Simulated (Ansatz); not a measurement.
A search over several starts for the lowest SCF solution of the cluster AlF3 at the given spin, in a small basis.

```yaml
crystal:
  periodic: [false, false, false]
  atoms:
    - {symbol: Al, position_ang: [-0.417760, -0.416271, -1.139113]}
    - {symbol: F, position_ang: [0.371451, 0.156775, 1.273526]}
    - {symbol: F, position_ang: [1.290582, -0.262910, -0.388518]}
    - {symbol: F, position_ang: [-1.244271, 0.522406, 0.254105]}
basis:
  gaussian: {orbitals: def2-SVP, initial_orbitals: start.molden}
magnetization: {spin_polarized: true, initial_magnetization: 4}
hamiltonian: {xc: pbe0, dispersion: d4}
output: {orbitals: {seedname: orbitals}}
```

The file start.molden holds the orbitals of an earlier run on this structure, at another level or in another basis.

```sh
$ ansatz run in.yaml --threads 4 --pin off --events-out ev --progress --plain --max-ram 3916MiB
```

Output, abridged:

```
Functional definition: PBE0
  name "PBE0"
  cite "Adamo & Barone, J. Chem. Phys. 110, 6158 (1999) doi:10.1063/1.478522"
  cite "Perdew, Burke & Ernzerhof, Phys. Rev. Lett. 77, 3865 (1996) doi:10.1103/PhysRevLett.77.3865"
  parent pbe
  parameter a = 0.25
  parameter kappa = 0.804
  parameter beta = 0.06672455060314922
  exchange = (1 - a)*pbe_x(kappa = kappa, mu = beta*pi^2/3) + a*exact_x
  correlation = pbe_c(beta = beta)
548 factors; integrals over basis functions are off by at most 6.2e-4 eV
mean field evaluation 1: about -14720.7611 eV, gradient 7.8e0 eV
mean field evaluation 2: about -14720.9844 eV, gradient 2.1e-1 eV
mean field evaluation 4: about -14721.0972 eV, gradient 2.0e-3 eV
mean field evaluation 8: about -14718.9299 eV, gradient 2.3e1 eV
mean field evaluation 16: about -14721.0972 eV, gradient 4.0e-2 eV
mean field evaluation 32: about -14720.1895 eV, gradient 5.7e0 eV
mean field -14721.09725216 eV, -540.9903456986 hartree, gradient 5.2e-5 eV, S^2 6.009709; 3 other end points of the search recorded, 0 dependent functions left out
reference -14721.09727860 eV, -540.9903466705 hartree; 22, 18 occupied and 38, 42 virtual orbitals, 548 factors
Total energy: -14721.14503423 eV, -540.9921016574 hartree
```

It took 2 s on 4 threads of Arm Neoverse N1 on a shared host.

In the quintet geometry the species has come apart into loosely held pieces. In the quintet, F2 and F3 lie 1.95 Å apart, F2 and F4 lie 1.95 Å apart (atoms count from 1), so these atoms are partly bonded to each other. At PBE0-D4/def2-TZVP a singlet of charge 0 lies 13.19 eV below the quintet, each at its own geometry. The structure comes from a short search, and lower isomers may exist.
